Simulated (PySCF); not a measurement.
These 2 structures share the formula C2H5Cl3Si. Theory: PBE0-D3(BJ)/def2-SVP geometry optimisation, gas phase (PySCF 2.14.0). Energies are electronic, without zero-point or thermal terms, for one conformer each. No frequencies were run at this level. Point groups hold within 0.08 Å.

Problem. Order them by energy at this level, lowest first, and give relative energies in kcal/mol.
A. `[SiH3]CC(Cl)(Cl)Cl`
B. SiEtCl3 (`CC[Si](Cl)(Cl)Cl`)

Solution. B (0.0), A (120.0).

| SMILES | E (Eh) | E rel (kcal/mol) | dipole (D) | point group | A, B, C (MHz) |
| --- | --- | --- | --- | --- | --- |
| CC[Si](Cl)(Cl)Cl | -1748.24981 | 0.0 | 2.20 | – | 1427, 1184, 1088 |
| [SiH3]CC(Cl)(Cl)Cl | -1748.05851 | 120.0 | 1.49 | C1 | 1859, 1066, 998.6 |

Problem. How do the relative energies change in single points at KT2/pcSseg-1 (no added dispersion term) on the same geometries?

Solution. 
```csv
SMILES,PBE0-D3(BJ)/def2-SVP (kcal/mol),KT2/pcSseg-1 (kcal/mol),shift
CC[Si](Cl)(Cl)Cl,0.0,0.0,0.0
[SiH3]CC(Cl)(Cl)Cl,120.0,112.3,-7.7
```

Each column counts from its own lowest isomer. The order is unchanged; the largest shift is 7.7 kcal/mol.
